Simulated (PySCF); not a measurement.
AlClFHS. Atoms are numbered in the order given.

```xyz
5

Al    -0.3480    -0.0315     0.0000
Cl     0.6690    -1.8528     0.0000
F     -2.0074    -0.0274     0.0000
S      0.7272     1.8486     0.0000
H     -0.4164     2.5764     0.0000
```
Charge 0, spin multiplicity 1.

Geometry optimised at B3LYP-D3(BJ)/def2-SVP. Other conformers were not sampled.

Calculation: KT2/pcSseg-2 (PySCF).

GIAO shieldings, no solvent; atoms alike by connectivity are averaged. δ = σ(ref) − σ: ³⁵Cl against HCl (σ = 945.0 ppm); ¹⁹F against CFCl3 (σ = 125.1 ppm); ³³S against H2S (σ = 720.7 ppm); ¹H against TMS (σ = 31.47 ppm), references at their B3LYP-D3(BJ)/def2-TZVP geometries, non-relativistic (without spin–orbit terms, shifts of atoms bonded to Cl or Br come out too high).

```tsv
atoms	nucleus	count	δ (ppm)
Cl2	³⁵Cl	1	19.4
F3	¹⁹F	1	-174.0
S4	³³S	1	(withheld)
H5	¹H	1	(withheld)
```

Some entries are withheld; supply them. (An estimate is asked for; the answer gives what the named calculation found.)


- H5, δ (ppm): 0.93
- S4, δ (ppm): -28.6
